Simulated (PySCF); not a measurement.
MoO2F2 (singlet state).
Geometry (PBE0-D3(BJ)/def2-SVP, Å), atoms numbered from 1 in this order:
```
atom  x, y, z in Å
Mo1    0.008    0.000    0.010
O2     0.048   -0.014    1.670
O3     1.589    0.009   -0.496
F4    -0.827    1.525   -0.578
F5    -0.817   -1.520   -0.606
```

Method: PBE0-D3(BJ)/def2-SVP geometry optimisation, gas phase, def2 core potentials past Kr (PySCF).

Which atoms are bound to Mo1, and at what distances?

4 atoms: O3 1.659 Å, O2 1.660 Å, F4 1.836 Å, F5 1.836 Å.

List the angles at Mo1.

```csv
angle,degrees,distance of the outer atoms (Å)
F4–Mo1–F5,112.0,3.04
O2–Mo1–F5,109.8,2.86
O2–Mo1–F4,109.8,2.86
O3–Mo1–F4,109.3,2.85
O3–Mo1–F5,109.3,2.85
O2–Mo1–O3,106.4,2.66
```

What is the shape at Mo1?

Tetrahedral: angles from 106.4° to 112.0°; τ4 = (360° − α − β)/141° = 0.98 with α and β the two widest (0 for a square, 1 for a tetrahedron).

What are the rotational constants (commonest isotopes, rigid rotor)?

A = 3954, B = 3497, C = 3172 MHz: an asymmetric top.

Point group: C2v (every atom within 0.08 Å of its image). Charge 0, singlet. Stationary, but not proved a minimum.

Hardware: Arm Neoverse V1, one thread, no GPU (shared host). Cost: 18 s of wall time. These figures are those of the optimisation.
